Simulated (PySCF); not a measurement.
Ge(F)3(OH) (F3GeHO), SMILES [OH][Ge]([F])([F])[F].

Coordinates come from a PBE0-D3(BJ)/def2-SVP optimisation. The values are those of a single conformer.

Two levels are set side by side: TDDFT-PBE/def2-SVPD (PySCF) and TDDFT-ωB97X/def2-SVPD (PySCF). Vertical, same geometry. The lowest singlet is HOMO→LUMO 99 % with PBE and HOMO→LUMO 92 % with the other functional; states are paired by order. Differences are taken from unrounded values.

```json
[
 {"quantity": "lowest singlet excitation (eV)", "TDDFT-ωB97X": "7.94"},
 {"quantity": "lowest triplet excitation (TDA) (eV)", "TDDFT-ωB97X": "7.40"},
 {"quantity": "first bright state (f over 0.05) (eV)", "TDDFT-ωB97X": "9.05"},
 {"quantity": "its oscillator strength", "TDDFT-ωB97X": "0.12"}
]
```

What does TDDFT-PBE give, and how far is it from TDDFT-ωB97X? (Estimate from the structure and the level; the computed values follow.)


| quantity | TDDFT-PBE | TDDFT-PBE minus TDDFT-ωB97X |
|---|---|---|
| lowest singlet excitation (eV) | 6.48 | -1.46 |
| lowest triplet excitation (TDA) (eV) | 6.06 | -1.34 |
| first bright state (f over 0.05) (eV) | 7.52 | -1.53 |
| its oscillator strength | 0.06 | -0.06 |

A lower first singlet is the usual sign of a functional without exact exchange. Differences between two approximate levels are no errors against the true value.

Rough cost on one machine, each run with all the roots and properties that it gave: TDDFT-ωB97X against TDDFT-PBE about 7 times.
